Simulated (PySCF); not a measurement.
## Ionisation energy of Al²⁺ by level of theory

Al²⁺ [Ne] 3s1 (2S) → Al³⁺ [Ne] (1S), as a difference of total energies. All numbers are calculated (PySCF 2.14, scalar relativity by spin-free X2C-1e, in aug-cc-pCVTZ-DK with one added diffuse shell each of s, p, d, f type (9s8p6d4f, 91 functions)). Correlated levels: valence and next inner shell: 1s2 frozen; nothing frozen. The calculations carry no spin-orbit coupling.

```json
{"method": "UHF", "ionisation energy (eV)": "28.088"}
{"method": "LDA", "ionisation energy (eV)": "28.868"}
{"method": "PBE", "ionisation energy (eV)": "28.868"}
{"method": "PBE0", "ionisation energy (eV)": "28.731"}
{"method": "BHandHLYP", "ionisation energy (eV)": "28.862"}
{"method": "HSE06", "ionisation energy (eV)": "28.745"}
{"method": "PW91", "ionisation energy (eV)": "28.921"}
{"method": "MP2 (valence and next inner shell)", "ionisation energy (eV)": "28.358"}
{"method": "SCS-MP2 (valence and next inner shell)", "ionisation energy (eV)": "28.299"}
{"method": "MP2 (all electrons)", "ionisation energy (eV)": "28.354"}
{"method": "SCS-MP2 (all electrons)", "ionisation energy (eV)": "28.296"}
```

Task: Estimate what BLYP gives.

Result: 29.058 eV, closest to PW91 among the rows shown.

Task: Estimate what r2SCAN gives.

Result: 28.429 eV, closest to MP2 (valence and next inner shell) among the rows shown.

Errors of the correlated levels include the incompleteness of this basis and the frozen core.

For comparison: 28.448 eV (measured; NIST Atomic Spectra Database, ionization energies).
